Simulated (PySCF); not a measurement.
Atoms are numbered as in `[CH3:1][Si:2]([CH3:3])([CH3:4])[O:5][SiH3:6]`; H(Xn) means a hydrogen on atom n.

No solvent model, rapidly exchanging positions averaged, relativity neglected, one conformer. KT2/pcSseg-1 with gauge-including orbitals; PBE0-D3(BJ)/def2-SVP geometry; PySCF 2.14.

Scale: TMS for ¹³C and ¹H and ²⁹Si; H2O for ¹⁷O (reference shieldings calculated alike).

```
            atoms  nucleus  count  δ (ppm)
           H(Si6)       ¹H      3     5.16
              Si2     ²⁹Si      1     23.1
H(C1)/H(C3)/H(C4)       ¹H      9        ?
              Si6     ²⁹Si      1    -42.7
         C1/C3/C4      ¹³C      3        ?
               O5      ¹⁷O      1     39.7
```

Question: Estimate the values marked ?.

Answer: 
- C1/C3/C4: 1.1 ppm, methyl carbon bonded to Si; an electropositive neighbour leaves it electron-rich and shielded
- H(C1)/H(C3)/H(C4): 0.12 ppm, hydrogen on a methyl carbon bonded to Si; an electropositive neighbour shields it, as in TMS itself

Shifts are as computed. Against solution values, carbons near 30 ppm lie about +2 ppm off and those near 130 ppm about -5 ppm. Of 1211 compounds with measured shifts, 218 miss one by over three times the rms of a fit or turn the order of signals round; such compounds aren't used in these exercises. Experimental scales use liquid or dissolved standards, which lie at an offset from isolated H2O (liquid H2O: subtract about 36 ppm).
